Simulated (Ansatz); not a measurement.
## An input for triplet AsH3

The species is AsH3 (4 atoms), meant as a triplet with charge 0. As SMILES of the parent species, `[AsH3]`. The shape is that of a PBE0-D4/def2-TZVP optimisation. That shape belongs to the parent species and isn't relaxed for this state.

```xyz
4

As   -0.2158    0.4876   -0.3460
H     0.3499    0.6303    1.0594
H    -1.0680   -0.7055    0.0611
H     0.9339   -0.4125   -0.7745
```

Settings wanted:

```yaml
basis_set: STO-3G
core_potential: none
integral_approximation: none
task: energy
method: DFT
functional: PBE0
dispersion: none
reference: UKS
relativity: none
accuracy: high
```

Task: Give an Ansatz 0.2.0 job that does this.

Result: One that was run (others would do as well):

input.yaml:
```yaml
crystal:
  periodic: [false, false, false]
  atoms:
    - {symbol: As, position_ang: [-0.215800, 0.487600, -0.346000]}
    - {symbol: H, position_ang: [0.349900, 0.630300, 1.059400]}
    - {symbol: H, position_ang: [-1.068000, -0.705500, 0.061100]}
    - {symbol: H, position_ang: [0.933900, -0.412500, -0.774500]}
basis:
  gaussian:
    orbitals: STO-3G
magnetization:
  spin_polarized: true
  initial_magnetization: 2
hamiltonian:
  xc: pbe0
accuracy: high
```

```bash
$ ansatz run input.yaml --threads 1 --pin off --max-ram 2610MiB --events-out events.jsonl --progress --plain --runs-dir runs
```

Calculated total energy: -2211.82957 Eh.
